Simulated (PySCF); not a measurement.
## How methods differ on the electron affinity of Bi

Bi⁻ [Xe] 4f14 5d10 6s2 6p4 (3P) → Bi [Xe] 4f14 5d10 6s2 6p3 (4S), as a difference of total energies. Calculation: PySCF 2.14, in def2-TZVPPD with the def2 core potential (60 electrons); scalar relativity through the core potential. Correlated levels: valence: 5s2 5p6 5d10 frozen. The calculations carry no spin-orbit coupling.

| method | electron affinity (eV) | difference from reference (eV) |
| --- | --- | --- |
| UHF | -0.317 | -1.259 |
| MP2 (valence) | 0.309 | -0.633 |
| SCS-MP2 (valence) | 0.360 | -0.582 |
| CCSD (valence) | 0.417 | -0.525 |
| CCSD(T) (valence) | 0.456 | -0.486 |

Reference: 0.942 eV (measured; photodetachment measurements, as compiled on the Wikipedia data page of electron affinities).

Spin-orbit coupling is strong in these open shells (close to jj coupling). The scalar numbers leave it out and a first-order estimate fails, so it can dominate the gap to the real levels.

Errors of the correlated levels include the incompleteness of this basis and the frozen core.

A negative affinity means that the anion lies above the atom at that level of theory.
